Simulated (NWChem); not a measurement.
System: MoH₂S₃O; SMILES [SH][Mo]([SH])(=[S])=[O]

The following NWChem deck was run.

```
start job
memory heap 200 mb stack 900 mb global 1100 mb
geometry units angstroms
  Mo     0.216658     0.063795    -0.142013
  O      1.227279     0.530222    -1.341666
  S      0.998239    -0.469948     1.777993
  S     -0.938027    -1.816012    -0.862158
  H     -0.802494    -1.646841    -2.181225
  S     -1.259002     1.805610     0.275312
  H     -1.164659     2.439545    -0.897783
end
basis spherical
  * library def2-svp
end
ecp
  Mo library def2-ecp
end
dft
  xc pbe0
  iterations 150
end
driver
  maxiter 120
end
task dft optimize
```

No frequency run checked for a minimum. def2 effective core potentials on Mo; no spin-orbit coupling.

The level has its own optimisation. Brackets give each atom's bonded neighbours.

Predict the main results of this run. (PBE0/def2-SVP with def2 effective core potentials on Mo.) Quantities: r Mo–O (Å); r Mo–S [Mo(OSSS)–S(Mo)] (Å); r Mo–S [Mo(OSSS)–S(HMo)] (Å); r H–S (Å); dipole (D).


```yaml
r Mo–O (Å): 1.664
r Mo–S [Mo(OSSS)–S(Mo)] (Å): 2.105
r Mo–S [Mo(OSSS)–S(HMo)] (Å): 2.324
r H–S (Å): 1.356
dipole (D): 2.31
```
